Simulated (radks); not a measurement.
The numbers below are computed, except where a source is named.
The caesium anion Cs-, [Xe] 6s2, held by a Watson sphere: a shell of charge +1 at radius R that stands for the Madelung well of a crystal (potential energy -1/R inside, -1/r outside, in hartree with lengths in bohr). Level of theory: scalar-relativistic Kohn-Sham, LB94 model potential, spin-unpolarised, spherical densities, point nucleus (a radial shooting solver on a logarithmic mesh with Libxc functionals). Response by self-consistent Sternheimer equations with the Hartree and adiabatic LDA kernel, the relativistic mass of each level held fixed and spin-orbit coupling left out. The sphere does not respond.

| R (bohr) | e(5s) (eV) | e(5p) (eV) | e(6s) (eV) | <r> 6s (bohr) | sum of <r^2> (bohr^2) | X-ray form factor at sin(theta)/lambda = 0.2 1/angstrom | alpha (bohr^3) |
|---|---|---|---|---|---|---|---|
| 2.84 | -33.502 | -19.848 | -5.754 | 4.572 | 97.37 | 43.982 | 204.5 |
| 2.94 | -33.297 | -19.652 | -5.744 | 4.585 | 97.73 | 43.978 | 206.1 |
| 3.09 | -33.012 | -19.378 | -5.722 | 4.607 | 98.31 | 43.972 | 209.2 |
| 3.15 | -32.906 | -19.274 | -5.711 | 4.617 | 98.56 | 43.971 | 210.7 |
| 3.23 | -32.770 | -19.141 | -5.695 | 4.631 | 98.91 | 43.969 | 212.9 |
| 3.73 | -32.066 | -18.440 | -5.554 | 4.741 | 101.4 | 43.968 | 232.0 |
| 4.52 | -31.323 | -17.687 | -5.243 | 4.948 | 106.0 | 43.979 | 276.7 |
| 4.67 | -31.216 | -17.579 | -5.178 | 4.989 | 106.9 | 43.981 | 286.7 |
| 6.26 | -30.424 | -16.776 | -4.507 | 5.367 | 116.2 | 43.992 | 406.5 |
